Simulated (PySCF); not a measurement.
La(III) with different ligands

Computed with PySCF 2.14.0, PBE0, def2-SVP on the ligands, density fitting, scalar-relativistic core potentials, no spin-orbit coupling, vacuum. The metal has lcecp-1-SVP with ECP46. Each complex is relaxed within the symmetry of a template of the same shape. Distances are means of the shortest metal–ligand contacts, charges and spins Mulliken's; removal energies are rigid, with the ligand's formal charge and no counterpoise, so too large; for an anion taken off a cation in vacuum most of it is the attraction of opposite charges, and multiply charged cations can part far more cheaply with an electron moved from ligand to metal. lcecp potentials hold a fixed number of 4f electrons in the core, out of states, spins and gaps.

```tsv
complex	point group	M–first ligand (Å)	charge on M (e)	removal of one first-named ligand (eV)	strongest infrared band, degenerate modes summed (cm⁻¹)	unstable modes (below −25 cm⁻¹)
[LaCl4]−	Td	2.670	0.81	4.84	297	0
```

Task: Order these by the energy to remove one first-named ligand, lowest first.
A. [LaF4]−
B. [La(NH2)4]−
C. [La(OH)4]−
D. [La(SH)4]−
E. [LaH4]−

Result: D (4.46), E (4.59), B (4.98), C (5.36), A (6.28).

Task: What else do they give?

Result: 
```
    complex    point group  M–first ligand (Å)  charge on M (e)  removal of one first-named ligand (eV)  strongest infrared band, degenerate modes summed (cm⁻¹)  unstable modes (below −25 cm⁻¹)
    [LaH4]−             Td               2.218             0.32                                    4.59                                                     1156                                0
 [La(OH)4]−  S4, nearly Td               2.241             0.93                                    5.36                                                      237                                0
 [La(SH)4]−             S4               2.793             0.65                                    4.46                                                      269                                0
[La(NH2)4]−             S4               2.389             0.74                                    4.98                                                        –                        not given
    [LaF4]−             Td               2.196             1.14                                    6.28                                                      486                                0
```

Moved off a saddle point of the template and relaxed again: [La(NH2)4]−. One start shape was tried for each, so a minimum needn't be the lowest isomer.
